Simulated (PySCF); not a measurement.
Si(F)(OH)(SH)2 (FH3OS2Si), SMILES O[Si](F)(S)S.

Geometry optimised at PBE-D3(BJ)/def2-SVP. This is a generated structure with no PubChem entry under its InChIKey; it may be hypothetical. The values are those of a single conformer.

Method: PBE-D3(BJ)/def2-SVP (PySCF 2.14.0).

Frequencies are harmonic and unscaled.

```json
[
 {"mode": "1", "ν (cm⁻¹)": "115", "IR (km/mol)": "17.7", "moving atoms (share of kinetic energy)": "S 57 %, H 19 %, F 11 %, O 8 %"},
 {"mode": "2", "ν (cm⁻¹)": "144", "IR (km/mol)": "5.5", "moving atoms (share of kinetic energy)": "H 59 %, O 19 %, F 16 %"},
 {"mode": "3", "ν (cm⁻¹)": "183", "IR (km/mol)": "17.1", "moving atoms (share of kinetic energy)": "H 51 %, S 19 %, F 18 %"},
 {"mode": "4", "ν (cm⁻¹)": "231", "IR (km/mol)": "23.0", "moving atoms (share of kinetic energy)": "F 27 %, H 23 %, S 18 %, Si 18 %, O 13 %"},
 {"mode": "5", "ν (cm⁻¹)": "242", "IR (km/mol)": "6.9", "moving atoms (share of kinetic energy)": "H 37 %, F 23 %, S 18 %, Si 12 %, O 10 %"},
 {"mode": "6", "ν (cm⁻¹)": "260", "IR (km/mol)": "24.6", "moving atoms (share of kinetic energy)": "H 80 %, S 14 %"},
 {"mode": "7", "ν (cm⁻¹)": "275", "IR (km/mol)": "30.2", "moving atoms (share of kinetic energy)": "O 31 %, S 31 %, H 16 %, F 15 %"},
 {"mode": "8", "ν (cm⁻¹)": "322", "IR (km/mol)": "69.7", "moving atoms (share of kinetic energy)": "O 34 %, H 29 %, F 20 %, S 15 %"},
 {"mode": "9", "ν (cm⁻¹)": "455", "IR (km/mol)": "29.0", "moving atoms (share of kinetic energy)": "S 49 %, Si 22 %, F 11 %, O 10 %, H 8 %"},
 {"mode": "10", "ν (cm⁻¹)": "575", "IR (km/mol)": "149.6", "moving atoms (share of kinetic energy)": "Si 60 %, S 28 %, H 10 %"},
 {"mode": "11", "ν (cm⁻¹)": "697", "IR (km/mol)": "15.4", "moving atoms (share of kinetic energy)": "H 82 %, O 10 %"},
 {"mode": "12", "ν (cm⁻¹)": "716", "IR (km/mol)": "24.1", "moving atoms (share of kinetic energy)": "H 85 %"},
 {"mode": "13", "ν (cm⁻¹)": "800", "IR (km/mol)": "206.8", "moving atoms (share of kinetic energy)": "H 48 %, O 23 %, Si 14 %, F 13 %"},
 {"mode": "14", "ν (cm⁻¹)": "880", "IR (km/mol)": "132.4", "moving atoms (share of kinetic energy)": "H 35 %, Si 34 %, F 24 %"},
 {"mode": "15", "ν (cm⁻¹)": "922", "IR (km/mol)": "90.7", "moving atoms (share of kinetic energy)": "Si 46 %, O 30 %, F 15 %, H 8 %"},
 {"mode": "16", "ν (cm⁻¹)": "2610", "IR (km/mol)": "0.6", "moving atoms (share of kinetic energy)": "H 97 %"},
 {"mode": "17", "ν (cm⁻¹)": "2619", "IR (km/mol)": "1.2", "moving atoms (share of kinetic energy)": "H 97 %"},
 {"mode": "18", "ν (cm⁻¹)": "3740", "IR (km/mol)": "90.7", "moving atoms (share of kinetic energy)": "H 94 %"}
]
```
